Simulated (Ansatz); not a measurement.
A nudged elastic band was laid between two geometries of F3H4NOZr (10 atoms, charge 0, multiplicity 1).

Method: RKS B3LYP/def2-SVP (Ansatz 0.2.0).

* movable images: 5
* climbing image: yes
* spring: 5.0 eV/Å²
* optimiser: quadratic models (default)
* start path: through a guess of the saddle point
* force threshold: 0.5 eV/Å
* iteration limit: 60
* end points: relaxed

Image 0:

```xyz
10
Properties=species:S:1:pos:R:3
Zr 0.000 -0.112 0.191
O -0.417 0.091 2.085
H -0.897 0.625 2.724
F 1.789 0.392 -0.351
F -0.977 1.372 -0.551
F -0.893 -1.562 -0.731
N 1.294 -2.053 1.032
H 0.964 -2.935 0.635
H 2.290 -1.971 0.816
H 1.206 -2.124 2.049
```

Image 6:

```xyz
10
Properties=species:S:1:pos:R:3
Zr 0.194 -0.622 -0.047
O 0.338 -0.089 2.304
H 0.797 0.762 2.383
F 1.260 1.004 0.046
F -1.652 -0.442 0.539
F 0.038 -0.964 -1.928
N 1.134 -2.329 0.545
H 1.385 -3.101 -0.072
H 1.430 -2.552 1.494
H -0.564 0.053 2.636
```

(1) Which bonds break or form, and what moves?

(2) Give the energies along the band, and the barrier.

(3) What is the geometry of the highest image?

The band took 10 iterations and roughly 8 core-minutes.

## Answers

(1) Bonds broken: N7–H10. Bonds formed: O2–H10.

(2) It converged. The highest image is number 3 of 0 to 6, 26.9 kcal/mol above the first end and 4.7 kcal/mol above the last; the last end lies 22.2 kcal/mol above the first. The threshold of 0.5 eV/Å is loose, so the images may lie well off the minimum-energy path. The order of the point at the top wasn't checked. The orbitals stay closed-shell, which can raise the energy where a bond breaks towards radicals; this wasn't checked here.

```tsv
image	path coordinate (Å)	energy (kcal/mol)	N7–H10 (Å)	O2–H10 (Å)
0	0.00	0.0	1.02	2.75
1	1.04	2.7	1.02	2.26
2	2.08	12.6	1.05	1.73
3	3.12	26.9	1.93	0.99
4	4.16	24.8	2.52	0.98
5	5.20	23.5	3.07	0.97
6	6.24	22.2	3.59	0.97
```

(3) 
```xyz
10
Properties=species:S:1:pos:R:3
Zr 0.302 -0.405 -0.109
O 0.425 0.069 2.209
H -0.386 0.444 2.581
F 1.759 0.682 -0.716
F -1.329 0.589 0.250
F -0.369 -1.407 -1.598
N 0.962 -2.106 0.936
H 0.667 -3.031 0.626
H 1.885 -2.203 1.365
H 0.441 -0.910 2.355
```

Time of the run: 2.1 min on 4 threads of Arm Neoverse V2 (shared host), peak memory 0.29 GiB.
